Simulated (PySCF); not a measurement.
# How the method moves the HOMO and LUMO of `COCB(O)O`

C2H7BO3.
Geometry (PBE0-D3(BJ)/def2-SVP, Å), atoms numbered from 1 in this order:
```
atom  x, y, z in Å
C1     1.8927    0.2390   -0.3169
O2     1.1087   -0.2718    0.7146
C3    -0.1118   -0.8016    0.2785
B4    -1.2003    0.2411   -0.2288
O5    -2.3731   -0.1710   -0.8001
O6    -0.9966    1.5715   -0.0778
H7     2.1945   -0.5516   -1.0357
H8     2.8035    0.6623    0.1301
H9     1.3760    1.0395   -0.8792
H10    0.0482   -1.5854   -0.4988
H11   -0.5471   -1.3417    1.1400
H12   -2.4458   -1.1253   -0.8880
H13   -1.7454    2.0814   -0.4081
```

Basis pcSseg-1 throughout (PySCF), one geometry. Geometry: PBE0-D3(BJ)/def2-SVP, one conformer, isolated molecule.

**Question.** How do the orbital energies, the gap and the dipole change with the method?

**Answer.** 
```csv
method,kind,HOMO (eV),LUMO (eV),gap (eV),μ (D),SCF cycles
BLYP,GGA,-5.25,-0.03,5.22,2.25,15
OPBE,GGA,-5.32,0.26,5.58,2.26,15
PBE,GGA,-5.34,0.03,5.37,2.26,15
B97-D,GGA,-5.40,0.14,5.54,2.26,15
LDA,LDA,-5.45,-0.13,5.32,2.35,15
BP86,GGA,-5.46,0.12,5.57,2.27,15
KT2,GGA,-5.55,-0.03,5.52,2.19,16
KT3,GGA,-5.56,-0.14,5.42,2.18,16
B97-2,global hybrid,-6.69,0.93,7.62,2.35,13
B3LYP,global hybrid,-6.70,0.54,7.24,2.35,13
PBE0,global hybrid,-6.95,0.94,7.89,2.37,13
mPW1PW91,global hybrid,-7.00,0.90,7.90,2.38,13
CAM-B3LYP,range-separated hybrid,-8.39,1.73,10.12,2.43,13
BHandHLYP,global hybrid,-8.51,1.59,10.11,2.46,13
wB97X-D,range-separated hybrid,-8.88,2.79,11.67,2.41,14
LC-wPBE,range-separated hybrid,-9.70,3.16,12.87,2.48,13
HF,Hartree–Fock,-10.98,3.86,14.84,2.57,10
```

The HOMO spans 5.73 eV, from BLYP down to HF, and the gap runs from 5.22 eV (BLYP) to 14.84 eV (HF). Over the methods BLYP (0 %), OPBE (0 %), PBE (0 %), B97-D (0 %), LDA (0 %), BP86 (0 %), KT2 (0 %), KT3 (0 %), B97-2 (21 %), B3LYP (20 %), PBE0 (25 %), mPW1PW91 (25 %), BHandHLYP (50 %), HF (100 %), a straight line through the gap against the share of exact exchange rises by 0.94 eV for each 10 % (correlation coefficient 0.999). The dipole ranges from 2.18 D (KT3) to 2.57 D (HF). This basis has no diffuse functions.
